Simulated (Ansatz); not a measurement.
Program: Ansatz. Geometries: PBE0-D4/def2-TZVP. ΔE: electronic, gas phase. CBS: MP2 limit from def2 TZ/QZ plus the TZ coupled-cluster correction, frozen cores. This one scheme is used for every species. Functionals use def2-TZVPP. B3LYP here is the variant with VWN-RPA as its local correlation; programs differ in this. Each species was taken in one conformer, which may not be the lowest.

`N[Si@H](Cl)[Si@@H](N)F` + `N[SiH](O)O` → `N[Si@H](Cl)O[Si@@H](N)O` + `N[SiH2]F`  (cleavage of the Si–Si bond)

```
             level  ΔE (kcal/mol)  difference from CCSD(T)/CBS
            PBE-D4          -26.7                          7.4
         r2SCAN-D4          -32.7                          1.4
           PBE0-D4          -29.7                          4.4
          B3LYP-D4          -33.3                          0.8
           ωB97X-V          -33.1                          1.0
           ωB97M-V          -34.5                         -0.4
            B2PLYP          -34.5                         -0.4
               PBE          -26.5                          7.6
             B3LYP          -33.0                          1.1
     HF/def2-TZVPP          -40.5                         -6.4
    MP2/def2-TZVPP          -35.7                         -1.6
SCS-MP2/def2-TZVPP          -36.4                         -2.3
     HF/def2-QZVPP          -41.2                         -7.1
    MP2/def2-QZVPP          -35.9                         -1.8
     MP2/CBS(def2)          -35.5                         -1.4
    CCSD/CBS(def2)          -35.1                         -1.0
       CCSD(T)/CBS          -34.1                            0
```

Largest T1 diagnostic among the species: 0.011.

From PBE to PBE0 (25 % exact exchange), in def2-TZVPP and without D4, ΔE moves by −3.0 kcal/mol. In def2-TZVPP, CCSD(T) changes the Hartree–Fock value by +6.2 kcal/mol (the triples alone add +1.0 kcal/mol) and MP2 by +4.8 kcal/mol.
